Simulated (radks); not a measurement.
Task: The table gives one normalised radial function P(r) = r R(r) of Ge6+ in [Ar] 3d8 (r in bohr). Method: scalar-relativistic Kohn-Sham, r2SCAN, spin-unpolarised, spherical densities, finite nucleus; meta-GGA in the generalised Kohn-Sham scheme; Fermi nuclear charge, rms radius 4.0742 fm; computed with a radial shooting solver on a logarithmic mesh with Libxc functionals.

| r | P |
|---|---|
| 0.001572 | 0.0000 |
| 0.001787 | 0.0000 |
| 0.002031 | 0.0000 |
| 0.002327 | 0.0000 |
| 0.002645 | 0.0000 |
| 0.003006 | 0.0000 |
| 0.003417 | 0.0000 |
| 0.003883 | 0.0000 |
| 0.004413 | 0.0000 |
| 0.005056 | 0.0001 |
| 0.005747 | 0.0001 |
| 0.006531 | 0.0001 |
| 0.007423 | 0.0002 |
| 0.008437 | 0.0003 |
| 0.009589 | 0.0004 |
| 0.01099 | 0.0006 |
| 0.01249 | 0.0009 |
| 0.01419 | 0.0012 |
| 0.01613 | 0.0018 |
| 0.01833 | 0.0025 |
| 0.02083 | 0.0036 |
| 0.02387 | 0.0052 |
| 0.02713 | 0.0074 |
| 0.03083 | 0.0104 |
| 0.03505 | 0.0146 |
| 0.03983 | 0.0204 |
| 0.04563 | 0.0289 |
| 0.05186 | 0.0399 |
| 0.05895 | 0.0546 |
| 0.067 | 0.0742 |
| 0.07614 | 0.0998 |
| 0.08654 | 0.1330 |
| 0.09915 | 0.1781 |
| 0.1127 | 0.2316 |
| 0.1281 | 0.2969 |
| 0.1456 | 0.3751 |
| 0.1654 | 0.4661 |
| 0.188 | 0.5689 |
| 0.2154 | 0.6882 |
| 0.2448 | 0.8057 |
| 0.2783 | 0.9227 |
| 0.3163 | 1.0315 |
| 0.3595 | 1.1238 |
| 0.4118 | 1.1951 |
| 0.4681 | 1.2280 |
| 0.532 | 1.2218 |
| 0.6046 | 1.1754 |
| 0.6872 | 1.0919 |
| 0.781 | 0.9772 |
| 0.8948 | 0.8311 |
| 1.017 | 0.6817 |
| 1.156 | 0.5322 |
| 1.314 | 0.3930 |
| 1.493 | 0.2723 |
| 1.697 | 0.1755 |
| 1.944 | 0.1003 |
| 2.21 | 0.0536 |
| 2.511 | 0.0257 |
| 2.854 | 0.0108 |
| 3.244 | 0.0040 |
| 3.687 | 0.0012 |
| 4.224 | 0.0003 |
| 4.801 | 0.0001 |
| 5.457 | 0.0000 |

Which n and l does it have? It may be an empty orbital.

Result: n = 3, l = 2: the number of nodes gives n - l - 1 = 0, the rise at small r (about r^(l+1)) gives l, and the extent must fit the shell. The curve is that of 3d. 3d: eigenvalue -133.49 eV, 0 radial nodes, <r> = 0.654 bohr, 90 % of the charge inside 1.07 bohr.
